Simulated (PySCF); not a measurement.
A species of formula C3H7NSi has this rotational fingerprint, computed with PySCF, PBE0-D3(BJ)/def2-SVP geometry optimisation, gas phase:

```
Rotational constants : A = 5240, B = 2816, C = 2065 MHz
Dipole components    : |μa| = 4.06 D, |μb| = 0.01 D, |μc| = 0.03 D
Inertial defect      : -31.17 u·Å²
κ                    : -0.53
```

Task: Which structure is it? (One computed conformer of each.)
A. `[CH3:1][C:2]#[C:3][SiH2:4][NH2:5]` with C3–Si4–N5–H -68° and 69°
B. `C[SiH](C)C#N`
C. `[CH2:1]=[CH:2]/[CH:3]=[N:4]/[SiH3:5]` with C1–C2–C3–N4 180°
D. `[H]/[N:1]=[CH:2]\[C@@H:3]1[CH2:4][SiH2:5]1` with N1–C2–C3–C4 -152°

Result: B. It is C[SiH](C)C#N, an asymmetric top. The candidates at the same level (rigid rotor, commonest isotopes):

| SMILES | A (MHz) | B (MHz) | C (MHz) | μa (D) | μb (D) | μc (D) | Δ (u·Å²) | point group | rotor |
| --- | --- | --- | --- | --- | --- | --- | --- | --- | --- |
| C[SiH](C)C#N | 5240 | 2816 | 2065 | 4.06 | 0.01 | 0.03 | -31.17 | – | asymmetric top |
| CC#C[SiH2]N | 13952 | 1500 | 1400 | 1.55 | 1.70 | 0.01 | -12.04 | – | near-prolate asymmetric top |
| [H]/N=C\[C@@H]1C[SiH2]1 | 9725 | 2332 | 2102 | 2.83 | 0.42 | 0.97 | -28.21 | C1 | near-prolate asymmetric top |
| C=C/C=N/[SiH3] | 25430 | 1493 | 1434 | 1.58 | 1.14 | 0.00 | -5.94 | Cs | near-prolate asymmetric top |

`[H]/N=C\[C@@H]1C[SiH2]1` has A 86 % too high; `CC#C[SiH2]N` has A 166 % too high; `C=C/C=N/[SiH3]` has A 385 % too high. No structure here is proved a minimum.
